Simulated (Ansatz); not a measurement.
`[CH3][Al]([OH])[SH]` + HCl → `[CH3][Al]([SH])[Cl]` + H₂O at 700 K and 1 bar (ligand exchange at the Al–O bond).

Calculated with Ansatz (gas phase, PBE0-D4/def2-TZVP geometries, no zero-point term in ΔE). CCSD(T)/CBS is the MP2 limit (def2-TZVPP, def2-QZVPP) plus CCSD(T) − MP2 in def2-TZVPP, frozen cores. This one scheme is used for every species. One conformer a species, not always the lowest.

```json
{"species": "`[CH3][Al]([OH])[SH]`", "CCSD(T)/CBS energy (Eh)": "-756.14636", "H − E (kJ/mol)": "229.4", "S (J/(mol·K))": "463.7"}
{"species": "HCl", "CCSD(T)/CBS energy (Eh)": "-460.38127", "H − E (kJ/mol)": "38.4", "S (J/(mol·K))": "211.8"}
{"species": "`[CH3][Al]([SH])[Cl]`", "CCSD(T)/CBS energy (Eh)": "-1140.16049", "H − E (kJ/mol)": "192.2", "S (J/(mol·K))": "455.3"}
{"species": "H₂O", "CCSD(T)/CBS energy (Eh)": "-76.37941", "H − E (kJ/mol)": "80.5", "S (J/(mol·K))": "218.4"}
```

H − E and S are ideal-gas, rigid-rotor, harmonic terms from PBE0-D4/def2-TZVP, for one conformer and one mirror image of each species. 1 Eh = 2625.50 kJ/mol, R = 8.31446 J/(mol·K).

Q: By hand: ΔE, ΔH, ΔS and ΔG.

A: ΔE = (-1140.16049) + (-76.37941) − (-756.14636) − (-460.38127) = -0.01227 Eh = -32.2 kJ/mol. Δ(H − E) = 192.2 + 80.5 − 229.4 − 38.4 = 4.9, so ΔH = -27.3 kJ/mol. ΔS = 455.3 + 218.4 − 463.7 − 211.8 = -1.8 J/(mol·K). ΔG = -27.3 − 700 × (-1.8)/1000 = -26.0 kJ/mol.

Q: By hand: the equilibrium constant, and the temperature at which ΔG would vanish if ΔH and ΔS stayed fixed.

A: log₁₀ K = −ΔG/(RT ln 10) = 1.9. ΔG = 0 at ΔH/ΔS = 15167 K, far beyond where these terms or the molecules hold.

The number of gas molecules stays the same, so ΔS is small and ΔH decides. A doubt of 5 kJ/mol in ΔE shifts log₁₀ K by 0.4 here. Other conformers and mirror images would add mixing entropy, several J/(mol·K) or more a flexible species. Modes under 60 cm⁻¹, often nearly free rotors, make the harmonic entropy too high. These are equilibria of isolated gas molecules and say nothing of rates. Largest T1 diagnostic: 0.011 (customary marks: 0.02 for closed shells, 0.045 for open ones).
